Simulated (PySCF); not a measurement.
Species: BH7N2OSi.
Bonds: N1–B2, B2–N3, B2–O4, O4–Si5. Hydrogens: H6, H7 on N1; H8, H9 on N3; H10, H11, H12 on Si5.

Method used: PySCF 2.14.0, PBE0-D3(BJ)/def2-SVP geometry optimisation, gas phase.

Q: List the bond lengths, angles and torsions at this level.

A: 
```
                  bond  length (Å)
          N1–B2, B2–N3       1.418
                 B2–O4       1.389
                O4–Si5       1.650
N1–H6 and 3 like bonds       1.009
      Si5–H10, Si5–H12       1.492
               Si5–H11       1.500
```

Bonds in one row agree within 0.01 Å and their mean is given. A selection of angles:
```
      angle  degrees
   B2–N1–H6    120.7
   B2–N1–H7    124.6
   H6–N1–H7    114.6
   N1–B2–N3    122.6
   N1–B2–O4    116.8
   N3–B2–O4    120.6
   B2–N3–H8    123.4
   H8–N3–H9    113.6
  B2–O4–Si5    136.5
 O4–Si5–H10    108.7
 O4–Si5–H11    111.3
H10–Si5–H11    108.6
H11–Si5–H12    108.2
```

Torsions: N1–B2–O4–Si5 -172° (antiperiplanar). The mirror-image conformer, all signs reversed, is as good.

B2 (three-coordinate boron) is planar (angles 122.6°, 120.6° and 116.8°, sum 360.0°, 0.00 Å off the plane of its three neighbours). Of the pairs four or more bonds apart, Si5···H9 is among the closest relative to their van der Waals radii: 3.04 Å, 92 % of the sum of Bondi's values. O4 (boron-bound oxygen) is bent (angle 136.5°). N1 (boron-bound nitrogen) is planar (angles 124.6°, 120.7° and 114.6°, sum 359.9°, 0.02 Å off the plane of its three neighbours). Si5 (oxygen-bound silicon) is tetrahedral (angles from 108.2° to 111.3°).

Not checked by PBE0-D3(BJ)/def2-SVP frequencies. One conformer, not necessarily the lowest.
